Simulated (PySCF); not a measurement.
A run for PySCF: R-B3LYP/6-31G* on H5NSi2 (SMILES N[Si][SiH3]), a point of a torsion scan.

```python
from pyscf import gto, scf, dft, mp
from pyscf.data.elements import chemcore

mol = gto.M(
    atom='''
    N     1.68437273    0.12039636   -0.03762321
    Si    0.62695176   -1.04872897    0.71978300
    Si    1.31046493   -1.63608014    2.82968936
    H     1.47496027    1.09743897    0.09908501
    H     2.68749689    0.00390685    0.05384746
    H     1.13996466   -3.09862680    2.92724394
    H     2.53306188   -1.38535563    3.62052670
    H     0.23968094   -1.06489270    3.67567552
    ''',
    basis='6-31g*',
    cart=True,
    charge=0, spin=0, verbose=3, max_memory=1800)
mf = dft.RKS(mol, xc='b3lyp')
mf.conv_tol = 1e-8
mf.max_cycle = 100
mf.kernel()
if not mf.converged:
    mf = mf.newton().run(mf.mo_coeff, mf.mo_occ)
```

Program output:

```
converged SCF energy = -636.684890256963
```

The calculation finished and met its thresholds.

Cost: very roughly 12 core-seconds.
